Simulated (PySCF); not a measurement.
**Correlation energy of Ga (gallium, neutral)**

[Ar] 3d10 4s2 4p1, 2P determinant. Computed with PySCF 2.14 in x2c-TZVPall, with the spin-free X2C one-electron Hamiltonian (Gaussian nucleus). Frozen: [Ar] 3d10; 3 electrons correlated.

MP2 pair energies summed by pair of shells (mhartree):

```tsv
pair	energy	share (%)
4s-4s	-19.83	58.8
4s-4p	-13.89	41.2
```

Total MP2 correlation energy: -33.72 mhartree.

Same-spin part -2.47 and opposite-spin part -31.25 mhartree; SCS-MP2 scales them by 1/3 and 6/5 to -38.32 mhartree.

```csv
level,correlation energy (mhartree)
CCSD,-46.43
(T),-0.82
CCSD(T),-47.25
```

Diagnostics: T1 = 0.013, D1 = 0.0294, largest double amplitude 0.091.

Task: Is a single reference adequate?

Result: Mostly. T1 lies below 0.03, but a double amplitude of this size points to a near-degeneracy that CCSD handles and MP2 describes poorly.
